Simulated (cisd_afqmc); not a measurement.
Input (AFQMC/CISD/def2-SVP; cisd_afqmc is a phaseless AFQMC code with CISD trial states that reads the integrals written by Ansatz):

Ansatz 0.2 input:
```python
import cisd_afqmc

open("ham.yaml", "w").write("""\
crystal:
  periodic: [false, false, false]
  atoms:
    - {symbol: Bi, position_ang: [0.00000000, 0.00000000, 0.00000000]}
basis:
  gaussian:
    orbitals: def2-SVP
magnetization: {spin_polarized: true, initial_magnetization: 3}
correlation: {method: ccsd, electrons: outside_noble_gas, hamiltonian_folder: ham}
scf: {lower_state_search: full}
""")
rep = cisd_afqmc.ansatz("ham.yaml")
e_ccsd = rep["correlation"]["coupled_cluster"]["energy"]["hartree"]
out = cisd_afqmc.run("ham", e_ccsd, trial="CISD", walkers=200, populations=8, threads=8, dt=0.005, steps=40, early=36, settle=10, least=32,
    cut=5e-5, rank_cut=2e-4, target=0.0004, seconds=1500, seed=1, memory=12960, gpu=False)
```

Output:

```
orbitals 17, occupied [4, 1], factors 88 of 142, rank of the doubles 46 of 68
E(HF) = -213.591164
E(CCSD) on the cut factors = -213.638678, shift to the whole factors -0.000003
Energy of the trial state on the determinant = -213.638534
  tau behind 10.8 of longer steps, mean of the populations' last blocks
   2.0  -213.63921
   4.0  -213.63917
   6.0  -213.63923
   8.0  -213.63925
blocks 368 (0 outliers left out), error by blocks joined: 1: 0.00001, 2: 0.00001, 4: 0.00001, 8: 0.00002, 16: 0.00002
E(AFQMC/CISD) = -213.63922 +/- 0.00002
```
